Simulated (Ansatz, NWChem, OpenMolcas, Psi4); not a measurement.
H2Se (hydrogen selenide): methods side by side

The species is H2Se (3 atoms), meant as a singlet with charge 0. As SMILES, `[SeH2]`. The coordinates come from a PBE0-D4/def2-TZVP relaxation.

```tsv
atom	x (Å)	y (Å)	z (Å)
Se	0.5607	-0.2747	0.2802
H	0.0454	1.0919	0.1439
H	-0.6061	-0.8172	-0.4241
```

Quantity: the atomisation enthalpy at 298 K, in kJ/mol. The values are calculated. The thermal term (zero-point and 298 K enthalpy, harmonic and unscaled) is that of PBE0-D4/def2-TZVP; the spin-orbit lowering of the free atoms at 298 K, 11.3 kJ/mol by their spectra, is taken off.

**The experiment to reproduce.** CRC Handbook of Chemistry and Physics gives the atomisation enthalpy at 298 K of the gas as 633 kJ/mol.

```csv
level,kind,program,value (kJ/mol),computed − measured,CPU time (all runs)
HF/def2-TZVPPD,Hartree–Fock,NWChem,428,-205,39 s
SVWN5/def2-TZVPPD,LDA,Ansatz,748,+115,5.7 s
BLYP/def2-TZVPPD,GGA,Psi4,643,+10,38 s
M06-L/def2-TZVPPD,meta-GGA,OpenMolcas,639,+6,37 s
M06-2X/def2-TZVPPD,hybrid meta-GGA,NWChem,615,-18,34 s
wB97M-V/def2-TZVPPD,range-separated hybrid,Ansatz,642,+9,49 s
PBE-QIDH/def2-TZVPPD,double hybrid,Ansatz,631,-2,9.4 s
RPA@PBE/def2-TZVPPD,RPA,Ansatz,620,-13,12 s
CCSD/def2-TZVPPD,coupled cluster or CI,Psi4,630,-3,58 s
FCI/STO-3G,"full CI, core frozen",Ansatz,674,+41,0.3 s
```

Nearest: PBE-QIDH/def2-TZVPPD (-2 kJ/mol); farthest: HF/def2-TZVPPD (-205 kJ/mol). Computed less measured by kind, in kJ/mol (of the ab initio rows, those in def2-TZVPPD): Hartree–Fock -205; LDA +115; GGA +10; meta-GGA +6; global hybrid -18; range-separated hybrid +9; double hybrid -2; RPA -13; coupled cluster or CI -3. In a finite basis correlated wave-function methods underbind, so their errors here aren't those of the basis-set limit. The measured heats of formation of B, Si, Al and metal atoms are uncertain by some kJ/mol each. All-electron rows without a relativistic Hamiltonian named are non-relativistic. High-level rows in very small sets aren't better than simpler rows in larger ones. In the correlated wave-function rows the outer d shell of Se is correlated, in sets not made for it. In so small a basis fixed costs decide the times, and correlated methods can beat functionals. Times are those of the runs behind each value, whatever else they computed, on shared processors of several kinds: orders of magnitude only.
